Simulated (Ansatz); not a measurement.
CH$_{9}$NOSi$_{2}$, SMILES `CO[SiH2]N[SiH3]`, relaxed with RKS PBE0-D4/def2-TZVP in the Gaussian-basis code of Ansatz from a PBE-D4/def2-SVP geometry. The force threshold is 0.005 eV/Å; the program also tests the step.

Total charge 0; spin multiplicity 1.

Start:

```xyz
14

C    -1.551   -0.670   -2.141
O    -0.566   -0.097   -1.307
Si   -0.041   -0.810    0.123
N     1.296    0.086    0.775
Si    1.244    1.471    1.855
H    -1.622   -0.073   -3.074
H    -1.309   -1.721   -2.428
H    -2.560   -0.674   -1.664
H     0.405   -2.218   -0.184
H    -1.144   -0.803    1.146
H     2.205   -0.109    0.341
H     1.560    2.775    1.165
H     2.235    1.311    2.980
H    -0.151    1.533    2.412
```

(1) How much energy does the relaxation release, and in how many steps? (An estimate is asked.)

(2) Which bonds change most? (Estimate.)

(3) Give the relaxed structure. (An estimate is asked.)

Results:

(1) Ansatz gave: 8.78 kJ/mol, in 22 steps.

(2) Ansatz gave: O2–Si3 from 1.682 to 1.643 Å; N4–Si5 from 1.757 to 1.728 Å; Si3–N4 from 1.736 to 1.710 Å; Si5–H12 from 1.509 to 1.488 Å.

(3) Computed: 
```xyz
14

C    -1.559   -0.582   -2.022
O    -0.440   -0.144   -1.290
Si    0.065   -0.887    0.086
N     1.322    0.013    0.817
Si    1.160    1.469    1.733
H    -1.758    0.143   -2.813
H    -1.379   -1.559   -2.486
H    -2.452   -0.659   -1.390
H     0.585   -2.244   -0.236
H    -1.091   -0.980    1.017
H     2.259   -0.251    0.549
H     1.629    2.671    0.991
H     1.943    1.392    2.996
H    -0.283    1.620    2.045
```
